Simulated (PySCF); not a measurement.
Isomers C₉H₁₂O:

A. SMILES CCc1ccc(C)cc1O
B. 2-methylphenetole
C. `C=C1C=C(C)/C1=C/COC`

Spectrum 1. 1H NMR (400 MHz, computed): δ 7.47 (d, 1H), 7.43 (m, 1H), 7.13 (m, 1H), 6.76 (d, 1H), 4.01 (q, 2H), 2.37 (s, 3H), 1.58 (t, 3H). 13C{1H} NMR (computed): δ 163.9 (C), 135.4 (CH), 132.5 (C), 132.0 (CH), 125.3 (CH), 112.2 (CH), 65.0 (CH2), 20.5 (CH3), 17.7 (CH3).

Spectrum 2. 1H NMR (400 MHz, computed): δ 7.02 (s, 1H), 5.36 (t, 1H), 5.02 (m, 1H), 4.92 (m, 1H), 4.32 (d, 2H), 3.40 (s, 3H), 2.11 (s, 3H). 13C{1H} NMR (computed): δ 167.0 (C), 155.0 (C), 153.9 (C), 151.4 (CH), 117.3 (CH), 100.7 (CH2), 71.0 (CH2), 58.1 (CH3), 15.2 (CH3).

Spectrum 3. 1H NMR (400 MHz, computed): δ 7.34 (d, 1H), 6.95 (d, 1H), 6.52 (s, 1H), 4.18 (br s, 1H), 2.71 (q, 2H), 2.40 (s, 3H), 1.16 (t, 3H). 13C{1H} NMR (computed): δ 160.5 (C), 141.9 (C), 136.0 (CH), 133.3 (C), 126.0 (CH), 118.4 (CH), 28.3 (CH2), 23.7 (CH3), 19.1 (CH3).

- PBE0/pcSseg-1 with gauge-including orbitals
- geometry from GFN2-xTB
- program: PySCF 2.14.0 with density-fitted response routines
- rapidly exchanging positions averaged, gas phase, single conformer, no relativistic terms

References, each an isolated molecule treated in the same way: TMS for 1H (σref 31.72), 13C (σref 186.93). Where no couplings were computed, multiplicities follow the n + 1 count of equivalent neighbours, and m marks all less simple cases (inequivalent or close neighbours, rings, F or P nearby). Shifts are as computed. Against solution values, carbons near 30 ppm lie about +3 ppm off and those near 130 ppm about +5 ppm. Of 1211 compounds with measured shifts, 218 miss one by over three times the rms of a fit or turn the order of signals round; such compounds aren't used in these exercises. OH and NH positions are gas-phase values without hydrogen bonding to other molecules.

Which spectrum belongs to which compound?

## Answers

1–B, 2–C, 3–A.

- Spectrum 1 (B): 9 13C signals; δC 163.9 is an aromatic carbon bearing oxygen; δC 135.4 is an aromatic CH.
- Spectrum 2 (C): 9 13C signals; δC 155.0 is a fully substituted alkene carbon; δC 153.9 is a fully substituted alkene carbon.
- Spectrum 3 (A): 9 13C signals; δC 160.5 is an aromatic carbon bearing oxygen; δC 136.0 is an aromatic CH.
